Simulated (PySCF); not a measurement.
**Polarisability and C₆ of K⁻ (potassium, charge -1)**

[Ar] 4s2, closed-shell 1S. Calculation: PySCF 2.14, in aug-cc-pVDZ-X2C; the spin-free X2C one-electron Hamiltonian (Gaussian nucleus). Coupled (time-dependent) response in atomic units; α is the mean over directions. A double-zeta set is small for polarisabilities.

| method | mean α (bohr³) | C₆ (like pair) | S(−4) |
| --- | --- | --- | --- |
| UHF | 1857 | 72820 | 2727000 |
| LC-wPBE | 1401 | 52730 | 1194000 |

S(−4) is the Cauchy moment in α(ω) = α(0) + S(−4) ω² + …

α(iu) at UHF:

```json
{"u (hartree)": "0", "α(iu) (bohr³)": "1857"}
{"u (hartree)": "0.0500", "α(iu) (bohr³)": "478.5"}
{"u (hartree)": "0.100", "α(iu) (bohr³)": "170.0"}
{"u (hartree)": "0.200", "α(iu) (bohr³)": "50.58"}
{"u (hartree)": "0.300", "α(iu) (bohr³)": "24.54"}
{"u (hartree)": "0.500", "α(iu) (bohr³)": "10.29"}
{"u (hartree)": "0.750", "α(iu) (bohr³)": "5.359"}
{"u (hartree)": "1.00", "α(iu) (bohr³)": "3.376"}
{"u (hartree)": "1.50", "α(iu) (bohr³)": "1.709"}
{"u (hartree)": "2.00", "α(iu) (bohr³)": "1.024"}
{"u (hartree)": "3.00", "α(iu) (bohr³)": "0.4800"}
{"u (hartree)": "5.00", "α(iu) (bohr³)": "0.1784"}
```

A single London oscillator, α(iu) = α/(1 + u²/ω²), gives C₆ = (3/4) ω α². Matching the computed C₆ needs ω = 4 × 72820 / (3 × 1857²) = 0.0282 hartree.

For an ion, C₆ is the dispersion term alone; charge-induced terms of lower order in 1/R come first.

The outer electron is barely bound at this level, so radii and moments hang on the diffuse functions.
